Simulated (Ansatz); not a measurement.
A structure relaxed at r2SCAN-D4/def2-SVP in Ansatz, charge 1, singlet:

```tsv
atom	x (Å)	y (Å)	z (Å)
Au1	-1.2501	-2.4021	1.4887
Au2	2.7682	-1.6555	-1.3434
Au3	2.5468	0.7459	0.3479
Au4	-3.8575	-1.8673	1.4591
Au5	-2.3796	2.4105	0.9095
Au6	-2.3626	-0.5347	-0.3349
Au7	0.2945	-0.5701	-1.3600
Au8	-2.1453	0.1842	2.4668
Au9	1.3827	-1.3436	1.5062
Au10	-0.0289	1.0934	1.0717
Au11	-1.3846	1.5096	-1.7198
Au12	0.8540	-3.9044	2.1204
Au13	0.5969	-3.1449	-0.6285
P14	5.0099	-2.0000	-1.8005
P15	-3.9192	4.0881	0.4953
H16	5.9961	-1.3385	-1.0272
H17	5.4824	-3.3328	-1.7155
H18	5.4468	-1.6617	-3.1047
H19	-4.7983	3.9613	-0.6089
H20	-4.8497	4.3773	1.5233
H21	-3.4023	5.3852	0.2546
```

(1) Give its formula.

(2) Summarise the bond lengths by kind (pairs closer than 1.2 times the sum of covalent radii, bridged metal pairs left out).

## Answers

(1) P₂H₆Au₁₃⁺.

(2) 33 × Au–Au 2.66 to 3.20 Å; 2 × Au–P 2.31 Å; 6 × H–P 1.42 Å.

In the def2 sets Au takes a core potential; there is no spin–orbit coupling. Single mean-field runs in def2-SVP are fitted with def2-universal-jkfit.
